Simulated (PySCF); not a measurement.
Correlation energy of Pt (platinum, neutral)

[Xe] 4f14 5d10, closed-shell 1S (an excited configuration). Computed with PySCF 2.14 in x2c-TZVPPall (11s7p7d3f1g, 97 functions), with the spin-free X2C one-electron Hamiltonian (Gaussian nucleus). Frozen: [Kr] 4d10 4f14; 18 electrons correlated.

```tsv
level	correlation energy (mhartree)
CCSD	-528.21
(T)	-20.62
CCSD(T)	-548.83
```

Diagnostics: T1 = 0.0081, D1 = 0.0149, largest double amplitude 0.028.

Task: Is a single reference adequate?

Result: Yes, within this model without spin-orbit coupling: T1 lies below 0.03 and no double amplitude reaches 0.07.

This basis was not built for core-valence correlation, so the inner-shell part is incomplete.
